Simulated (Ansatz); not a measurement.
A structure relaxed at PBE-D4/def2-SVP in Ansatz, charge 0, singlet:

```tsv
atom	x (Å)	y (Å)	z (Å)
V1	-0.729	-1.638	0.109
V2	-0.068	-0.084	-0.025
S3	1.038	1.986	0.041
S4	-1.766	-0.762	-1.578
S5	1.525	0.498	1.454
```

(1) Give its formula and point group.

(2) Summarise the bond lengths by kind (pairs closer than 1.2 times the sum of covalent radii, bridged metal pairs left out).

## Answers

(1) the cluster V₂S₃. Point group Cs (tolerance 0.1 Å).

(2) 4 × S–V 2.17 to 2.40 Å; 1 × S–S 2.11 Å.

This restricted singlet of an open-shell metal (gap down to 0.46 eV) wasn't tested against broken symmetry. The relaxation made no stability test and no search for a lower SCF solution. No other spin state of charge 0 was run. Another isomer (singlet) lies 2.66 eV lower at PBE0-D4/def2-TZVP; other spin states weren't run for this one.
